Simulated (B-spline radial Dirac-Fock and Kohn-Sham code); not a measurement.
# P⁶⁺: eigenvalues, ΔSCF and the reference

System: the P⁶⁺ ion in the configuration [He] 2s2 2p5.

The density-functional columns are spherical, spin-unpolarised Dirac-Kohn-Sham results without Breit or QED terms: −ε is minus the orbital energy of the initial state and ΔSCF the difference of two total energies. The reference in the last column comes from Dirac-Fock (average of configuration) total-energy differences with a finite nucleus, the Breit interaction including its frequency dependence, and self-energy and vacuum-polarisation corrections. All numbers are from a radial finite-basis atomic code, in eV; a selection of levels is shown.

```tsv
level	PBE −ε	PBE ΔSCF	LDA −ε	LDA ΔSCF	Dirac-Fock
1s	2220.4	2313.6	2212.0	2304.9	2298.6
2s	291.8	313.2	290.8	312.2	318.3
2p	244.3	267.7	244.2	267.6	265.2
```

Question: Order the estimates of the K (1s) level by their distance from the Dirac-Fock value, nearest first.
A. PBE −ε
B. LDA −ε
C. LDA ΔSCF
D. PBE ΔSCF

Answer: C (6.3 eV), D (15.0 eV), A (78.2 eV), B (86.6 eV).

Values without a named source are computed, but for edge energies of neutral atoms, which are taken from tables.
